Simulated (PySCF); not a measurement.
Working with the constants of MgTe⁺

ROHF-CCSD(T) constants of MgTe⁺, ²Π (doublet), unpaired electrons π ↑ (PySCF, scalar-relativistic core potentials, basis sets Mg cc-pVDZ, Te cc-pVDZ-PP with ECP28; masses 23.9850 and 129.9062 u):

```
ωe              : 314.3 cm⁻¹
ωexe            : 1.45 cm⁻¹
Be              : 0.12222 cm⁻¹
αe              : 0.000667 cm⁻¹
D (centrifugal) : 7.39e-08 cm⁻¹
De to Mg⁺ + Te  : 1.61 eV
```

(1) Give the vibrational terms G(v) and spacings up to v = 6.

(2) How well does the Morse estimate ωe²/(4ωexe) reproduce De, and what is D0?

Correlated steps freeze 5 core orbitals. Correlated levels converge slowly with the basis: in double zeta they bind strong bonds too weakly, by up to about 1 eV, and carry superposition errors of some tenths. These are scalar-relativistic numbers at best; spin–orbit coupling would shift them, the dissociation energy most. For an ion De counts to the pair picked by the measured ionisation energies or electron affinities, which need not be the lowest pair at this level. The state was picked by a PBE0 search and need not be the measured ground state.

Results:

(1) G(v) = ωe(v+½) − ωexe(v+½)².

```json
{"v": "0", "G(v) (cm⁻¹)": "156.8", "G(v) − G(v−1)": "", "Bv (cm⁻¹)": "0.1219"}
{"v": "1", "G(v) (cm⁻¹)": "468.2", "G(v) − G(v−1)": "311.4", "Bv (cm⁻¹)": "0.1212"}
{"v": "2", "G(v) (cm⁻¹)": "776.7", "G(v) − G(v−1)": "308.5", "Bv (cm⁻¹)": "0.1206"}
{"v": "3", "G(v) (cm⁻¹)": "1082.3", "G(v) − G(v−1)": "305.6", "Bv (cm⁻¹)": "0.1199"}
{"v": "4", "G(v) (cm⁻¹)": "1385.0", "G(v) − G(v−1)": "302.7", "Bv (cm⁻¹)": "0.1192"}
{"v": "5", "G(v) (cm⁻¹)": "1684.8", "G(v) − G(v−1)": "299.8", "Bv (cm⁻¹)": "0.1186"}
{"v": "6", "G(v) (cm⁻¹)": "1981.7", "G(v) − G(v−1)": "296.9", "Bv (cm⁻¹)": "0.1179"}
```

(2) It gives 2.11 eV, 131 % of the computed De. D0 = De − G(0) = 1.61 − 0.02 = 1.59 eV.
